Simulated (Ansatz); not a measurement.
A search over several starts for the lowest SCF solution of SbMe2H (C₂H₇Sb) at the given spin, in a small basis.

```yaml
crystal:
  periodic: [false, false, false]
  atoms:
    - {symbol: C, position_ang: [1.499199, -0.605191, -0.022714]}
    - {symbol: C, position_ang: [-1.267790, 1.003224, -0.017451]}
    - {symbol: Sb, position_ang: [-0.349140, -0.604389, 1.122220]}
    - {symbol: H, position_ang: [2.097861, 0.270808, 0.265469]}
    - {symbol: H, position_ang: [1.290185, -0.566081, -1.100423]}
    - {symbol: H, position_ang: [2.074621, -1.513521, 0.205393]}
    - {symbol: H, position_ang: [-2.343161, 1.046422, 0.206002]}
    - {symbol: H, position_ang: [-1.124631, 0.848089, -1.095476]}
    - {symbol: H, position_ang: [-0.809488, 1.957775, 0.278499]}
    - {symbol: H, position_ang: [-1.067656, -1.837146, 0.158481]}
basis:
  gaussian: {orbitals: def2-SVP, initial_orbitals: start.molden}
hamiltonian: {xc: pbe0, dispersion: d4}
output: {orbitals: {seedname: orbitals}}
```

The file start.molden holds the orbitals of an earlier run on this structure, at another level or in another basis.

```sh
$ ansatz run in.yaml --threads 2 --pin off --events-out ev --progress --plain --max-ram 4352MiB
```

Output, abridged:

```
Functional definition: PBE0
1084 factors; their error is unknown
mean field evaluation 1: about -8721.1083 eV, gradient 1.7e-1 eV
mean field evaluation 2: about -8721.2184 eV, gradient 4.8e-4 eV
mean field evaluation 4: about -8721.2184 eV, gradient 1.7e-5 eV
mean field evaluation 8: about -8721.1031 eV, gradient 1.3e0 eV
mean field evaluation 16: about -8721.2184 eV, gradient 3.2e-4 eV
mean field -8721.21836349 eV, -320.4988634041 hartree, gradient 1.7e-5 eV, S^2 0.000000; 1 other end points of the search recorded, 0 dependent functions left out
reference -8721.21839022 eV, -320.4988643863 hartree; 21, 21 occupied and 68, 68 virtual orbitals, 1084 factors
Total energy: -8721.37452404 eV, -320.5046021985 hartree
```

It took 1.4 s on 2 threads of Arm Neoverse V2 on a shared host.

In the def2 sets Sb takes a core potential; there is no spin–orbit coupling.
